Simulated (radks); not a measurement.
Fractional charge and spin in the 5s shell of indium: the spin-up occupation runs from 0 to 1 and the spin-down occupation from 0 to 1; the fullest corner is In, [Kr] 4d10 5p(up 0.5, down 0.5) 5s(up 1, down 1). Method: scalar-relativistic Kohn-Sham, PBE, spin-polarised, spherical densities, point nucleus; computed with a radial shooting solver on a logarithmic mesh with Libxc functionals. Energy (eV) minus the two flat planes that join the four corners (they meet along the diagonal where the two added fractions sum to one electron); zero is where a piecewise linear energy would lie.

down \ up       0    0.25     0.5    0.75       1
0           0.000  -0.777  -1.030  -0.768   0.000
0.25       -0.777  -0.972  -0.655   0.164  -0.687
0.5        -1.030  -0.655   0.219  -0.581  -0.906
0.75       -0.768   0.164  -0.581  -0.855  -0.671
1           0.000  -0.687  -0.906  -0.671   0.000

Corners above the fullest one (they belong to In+ and the next ion): (up 1, down 0) 11.738 eV, (up 0, down 1) 11.738 eV, (up 0, down 0) 32.123 eV. With half an added electron in each spin the energy lies 0.219 eV from the planes, and with half an added electron in spin up alone -1.030 eV. The planes are only a guide here: the flat-plane condition holds for ground states with one frontier orbital, while this shell lies below other occupied shells, so the corners above the fullest one are inner-hole states and not the ground states of those ions.
